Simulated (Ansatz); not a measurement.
A made-up structure of SnH5O (charge +1), singlet:

```
atom    x (Å)    y (Å)    z (Å)
  O1  -0.0954  -0.9464   0.0993
 Sn2   0.1019   0.8113  -0.1208
  H3  -0.9243  -1.3447  -0.1910
  H4   0.5561  -1.4070   0.6410
  H5  -0.8227   0.8428  -1.6827
  H6  -0.7305   1.3172   1.4084
  H7   1.9149   0.7269  -0.1542
```

It is relaxed with PBE-D4/def2-SVP and then PBE0-D4/def2-TZVP (Ansatz 0.2.0). Atoms count as bonded within 1.22 times the sum of their covalent radii (H–H: 0.88 Å). The end point is not checked to be a true minimum.

(1) Does its bonding change? (Judge from chemistry; the calculation decides.)

Results:

(1) By the calculation: No: no bond forms or breaks.

Where it ends: The first stage lowers the energy by 2.27 eV in 8 steps. It ends as SnH₅O ([OH2][SnH3]), total charge +1:
```
7
angstrom
O -0.1256 -1.1653 0.1364
Sn 0.1244 1.0022 -0.1465
H -0.9068 -1.6724 -0.1182
H 0.4648 -1.7304 0.6508
H -0.7258 1.0720 -1.5992
H -0.6392 1.5291 1.2606
H 1.8083 0.9648 -0.1839
```

Labels in which every atom is bracketed show which atoms are joined, not bond orders.

For scale, one of the runs: PBE0-D4/def2-TZVP relaxation, 111 basis functions, launched by `ansatz run in.yaml --threads 2 --pin off --events-out ev --progress --plain --max-ram 4352MiB`. The run took about 7 s on 2 CPU threads of an Intel Xeon 6975P-C (shared host).
